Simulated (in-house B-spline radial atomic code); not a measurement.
Neutral boron is squeezed into an impenetrable sphere of radius R (the orbitals vanish at R). Method: non-relativistic r2SCAN, spin-polarised, spherical fractional occupations, point nucleus. Calculated with a radial B-spline atomic code at the basis-set limit.

Energies in eV above the free atom in [He] 2s2 2p1:

```csv
R (bohr),highest level (eV),[He] 2s2 2p1,[He] 2s1 2p2
9.62,-4.02,0.00329,2.787
6.57,-3.73,0.122,2.915
4.64,-2.01,1.51,4.366
4.18,-0.802,2.842,5.709
3.71,1.2,5.501,8.334
3.24,4.56,10.86,13.5
2.7,11.6,24.57,26.39
2.21,24.1,54.5,53.64
1.86,42.8,101.7,95.28
1.48,94.1,217.3,194.2
```

Question: Does [He] 2s1 2p2 fall below [He] 2s2 2p1 under compression?

Answer: Yes, between R = 2.7 and 2.21 bohr the order changes (near 2.37 bohr by linear interpolation).

The highest level is first positive in the row R = 3.71 bohr, pushed up by confinement above the zero of the free ion's potential. Each configuration is held fixed and needn't be the lowest in the sphere.
